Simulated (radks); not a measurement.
Hf IV, 69 electrons, occupied as [Xe] 4f14 5d1. Calculated with a radial shooting solver on a logarithmic mesh with Libxc functionals: Dirac Kohn-Sham, BLYP, spin-unpolarised, spherical densities, finite nucleus; open shells fill j = l - 1/2 first; Fermi nuclear charge, rms radius 5.347 fm.

Normalised radial functions P(r) = r R(r) (large component), r in bohr:

r          4f7/2    5d5/2    6s1/2
0.003612  0.0000   0.0001   0.0551
0.005653  0.0000   0.0004   0.0668
0.008849  0.0000   0.0013   0.0706
0.01396   0.0002   0.0044   0.0542
0.02185   0.0011   0.0138   0.0057
0.0342    0.0053   0.0391  -0.0686
0.05353   0.0232   0.0945  -0.1110
0.08378   0.0876   0.1778  -0.0279
0.1322    0.2761   0.2122   0.1395
0.2069    0.6497   0.0460   0.0779
0.3238    1.0849  -0.2628  -0.2049
0.5069    1.2143  -0.2653  -0.0649
0.7933    0.9130   0.2114   0.3510
1.252     0.4710   0.6925   0.1056
1.959     0.1644   0.7230  -0.5621
3.066     0.0325   0.3895  -0.6435
4.799     0.0024   0.0859  -0.2079
7.512     0.0000   0.0047  -0.0147

4f7/2: eigenvalue -42.997 eV, 0 radial nodes, <r> = 0.680 bohr, 90 % of the charge inside 1.15 bohr. 5d5/2 (empty): eigenvalue -26.782 eV, 2 radial nodes at r = 0.222, 0.671 bohr, <r> = 1.98 bohr, 90 % of the charge inside 3.02 bohr. 6s1/2 (empty): eigenvalue -26.153 eV, 5 radial nodes at r = 0.0227, 0.0904, 0.234, 0.540, 1.34 bohr, <r> = 2.79 bohr, 90 % of the charge inside 3.96 bohr.
